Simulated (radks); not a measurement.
Values are calculated unless marked as measured or tabulated.
Problem. Excited configurations of Dy2+: one electron is placed in a higher orbital outside [Xe] 4f9. The ground configuration is [Xe] 4f10. Level of theory: scalar-relativistic Kohn-Sham, PBE, spin-unpolarised, spherical densities, finite nucleus; Fermi nuclear charge, rms radius 5.2218 fm (a radial shooting solver on a logarithmic mesh with Libxc functionals). Excitation = E - E(ground); binding = E(ion) - E, where the ion is the core of charge +3; n* = 3/sqrt(2 binding) in atomic units, and the quantum defect is n - n*.

| outer orbital | excitation (eV) | binding (eV) | n* | quantum defect | eigenvalue (eV) | <r> (bohr) |
|---|---|---|---|---|---|---|
| 5d | 5.746 | 19.915 | 2.480 | 2.520 | -15.176 | 2.332 |
| 6s | 5.796 | 19.865 | 2.483 | 3.517 | -16.590 | 3.244 |
| 6p | 10.556 | 15.105 | 2.847 | 3.153 | -12.542 | 3.936 |
| 6f | 20.361 | 5.300 | 4.807 | 1.193 | -4.379 | 9.776 |
| 7s | 15.500 | 10.161 | 3.471 | 3.529 | -8.720 | 6.232 |
| 7p | 17.269 | 8.391 | 3.820 | 3.180 | -7.155 | 7.250 |

Estimate the row for 5f.

Solution. excitation (eV) 17.749; binding (eV) 7.912; n* 3.934; quantum defect 1.066; eigenvalue (eV) -6.258; <r> (bohr) 5.703. The Delta-SCF ionisation energy is 25.661 eV (NIST Atomic Spectra Database: 22.89 eV, semi-empirical). Self-interaction in the functional shifts the binding energies and quantum defects, so they are the method's values and not measured ones. Spin polarisation and multiplet splitting are left out, so open shells lie too high by an amount that depends on their filling. Spin-orbit splitting is averaged out at the scalar-relativistic level.

Beside tabulated values, note that spin-unpolarised runs miss the spin-polarisation part of the exchange energy of open shells.
